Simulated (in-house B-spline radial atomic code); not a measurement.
Configurations of N V (N4+), with energies counted from [He] 2s1. Level of theory: Dirac-Hartree-Fock, average of configuration, Fermi nucleus of rms radius 2.5582 fm; calculated with a radial B-spline atomic code at the basis-set limit. Energies include first-order Breit, QED and recoil terms.

```
configuration  E - E(ref) (eV)  highest orbital  its <r> (bohr)
[He] (3p1/2)1           59.163            3p1/2           2.442
[He] (3d5/2)1           59.947            3d5/2           2.098
[He] (4d3/2)1           76.488            4d3/2           4.196
[He] (4f7/2)1             76.5            4f7/2             3.6
[He] (5g7/2)1           84.153            5g7/2             5.5
     [He] 6s1           87.894            6s1/2           10.35
[He] (6g9/2)1           88.311            6g9/2             8.8
```

Order these further configurations by energy, lowest first.
A. [He] 3s1
B. [He] (2p1/2)1
C. [He] 5s1
D. [He] (5p1/2)1
E. [He] (5d3/2)1

B (10.064 eV), A (56.456 eV), C (83.427 eV), D (83.979 eV), E (84.146 eV).

How far above the reference does [He] (6d3/2)1 lie?

88.306 eV; its least bound orbital is 6d3/2 with <r> = 10.19 bohr.

How far above the reference does [He] (4p1/2)1 lie?

76.16 eV; its least bound orbital is 4p1/2 with <r> = 4.523 bohr.
